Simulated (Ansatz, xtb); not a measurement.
## A geometry optimisation of AlCl2H3Si2 with r2SCAN-D4/def2-SVP

The starting geometry of this gas-phase singlet was built from a drawn formula by distance geometry and a force field; its bonds are those of `Cl[Si]1(Cl)[AlH][SiH2]1`.

```xyz
8

Al   -0.3521   -0.4059   -1.5937
Cl    0.7680    3.0451   -0.2791
Cl   -2.3013    1.6596    0.9629
Si   -0.4885    1.3592   -0.0383
Si    0.6062   -0.4963    0.5381
H    -0.6653   -1.0057   -3.0205
H    -0.1387   -1.3535    1.4625
H     2.0794   -0.4155    0.5721
```

Predict what becomes of its bonds when it is optimised with r2SCAN-D4/def2-SVP.

A new bond forms, giving a structure with Cl2 bridging Al1 and Si4, given below by its coordinates. Distances that change by over a tenth: Cl2–Si4 (2.12 → 2.46 Å). Contacts that close: Al1–Cl2 (3.86 → 2.32 Å).

The energy falls by 0.63 eV over 23 steps:

```csv
step,E − E(last) (eV)
1,0.632
3,0.320
6,0.318
8,0.308
11,0.222
13,0.197
16,0.090
18,0.014
21,0.000
23,0.000
```

Final geometry (Å):

```yaml
atoms:
  - { symbol: Al, position_ang: [-0.1743, -0.0613, -1.6727] }
  - { symbol: Cl, position_ang: [0.2585, 2.1866, -1.2997] }
  - { symbol: Cl, position_ang: [-1.8739, 2.4784, 1.4973] }
  - { symbol: Si, position_ang: [-1.1096, 0.9401, 0.3228] }
  - { symbol: Si, position_ang: [0.6534, -0.5385, 0.6172] }
  - { symbol: H, position_ang: [-0.3151, -0.4703, -3.1909] }
  - { symbol: H, position_ang: [0.0249, -1.7804, 1.1758] }
  - { symbol: H, position_ang: [2.0438, -0.3675, 1.1542] }
```

From the same start GFN2-xTB ends elsewhere, differing in Al1–Cl2 (3.57 against 2.32 Å here), Al1–Cl3 (2.04 against 4.40 Å here), Cl3–Si4 (3.92 against 2.08 Å here).

The end wasn't checked by frequencies. Run with Ansatz 0.2.0, 57 s on 2 threads of Intel(R) Xeon(R) Platinum 8259CL CPU @ 2.50GHz (Skylake/Cascade Lake), on a shared host.
